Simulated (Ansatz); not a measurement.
Start from `BN(B)CC` and change one atom or group to get `BN(B)CC=C`.

Ansatz, PBE0-D4/def2-TZVP geometries, multiplicity 1. Each molecule was computed in one conformer, which needn't be the lowest.

| property | `BN(B)CC` |
| --- | --- |
| size of the dipole moment (B3LYP/def2-TZVPP) / D | 1.60 |
| LUMO energy (ωB97M-V/def2-TZVPP) / eV | 0.69 |
| HOMO–LUMO gap (ωB97M-V/def2-TZVPP) / eV | 11.70 |
| LUMO energy (B3LYP/def2-TZVPP) / eV | -1.45 |
| HOMO–LUMO gap (PBE/def2-TZVPP) / eV | 5.21 |
| HOMO–LUMO gap (PBE0/def2-TZVPP) / eV | 7.45 |

(1) Give the same properties after the change, and the shifts. (Estimate.)

Results:

(1) Ansatz gave: 
```csv
property,`BN(B)CC=C`,shift
size of the dipole moment (B3LYP/def2-TZVPP) / D,1.58,-0.02
LUMO energy (ωB97M-V/def2-TZVPP) / eV,0.66,-0.03
HOMO–LUMO gap (ωB97M-V/def2-TZVPP) / eV,10.67,-1.03
LUMO energy (B3LYP/def2-TZVPP) / eV,-1.47,-0.02
HOMO–LUMO gap (PBE/def2-TZVPP) / eV,4.36,-0.85
HOMO–LUMO gap (PBE0/def2-TZVPP) / eV,6.48,-0.97
```

The zero-point energy changes by 13.3 kJ/mol with +3 modes. Dipoles are sizes alone; their direction can turn.

B3LYP here is the variant with VWN-RPA as its local correlation; programs differ in this.
